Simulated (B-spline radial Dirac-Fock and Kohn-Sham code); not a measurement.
# Satellites and hypersatellites of the K lines of Sb⁴⁺

System: antimony as Sb⁴⁺, [Kr] 4d10 5s1, inside a Watson sphere of charge -4 and radius 2.2 Å (a model of the Madelung potential; inside it an electron's potential energy is raised by 26.2 eV).

Calculated with a radial finite-basis atomic code, using ΔSCF Dirac-Fock with Breit, self-energy and vacuum polarisation, finite nucleus, configuration average. Each two-hole energy is an average over J within one jj subconfiguration, not an observable level; in light atoms, where LS coupling holds, the j-resolved values are not observed lines, and for a K spectator the Kα1 hypersatellite is nearly forbidden. Correlation and solid-state effects are left out.

Lines without a spectator: Kα2 (K-L2) 26108.8 eV, Kα1 (K-L3) 26357.3 eV, Kβ3 (K-M2) 29675.7 eV, Kβ1 (K-M3) 29722.6 eV. Shifts in eV with one spectator hole (a dash: not computed, or left out as unreliable):

| spectator hole | Kα2 | Kα1 | Kβ3 | Kβ1 |
| --- | --- | --- | --- | --- |
| K (1s) | +591.2 | +610.9 | +754.9 | +759.1 |
| L2 (2p1/2) | +65.7 | +83.2 | – | +175.1 |
| L3 (2p3/2) | +63.5 | +63.9 | +153.8 | – |
| M2 (3p1/2) | – | +9.84 | +21.88 | +26.50 |
| M3 (3p3/2) | +7.16 | – | +22.30 | +21.76 |
| M4 (3d3/2) | +1.42 | -1.30 | – | – |
| M5 (3d5/2) | -1.83 | +0.20 | – | – |

With n spectator holes in 2p, averaged over the 2p shell (energies in eV):

```
n     KαLⁿ   step  hypersatellite KαʰLⁿ
0  26274.4      –               26878.8
1  26343.5  +69.1               26949.3
2  26413.9  +70.4               27021.2
3  26485.6  +71.7               27094.4
4  26558.5  +73.0               27168.9
5  26632.8  +74.3               27244.7
```
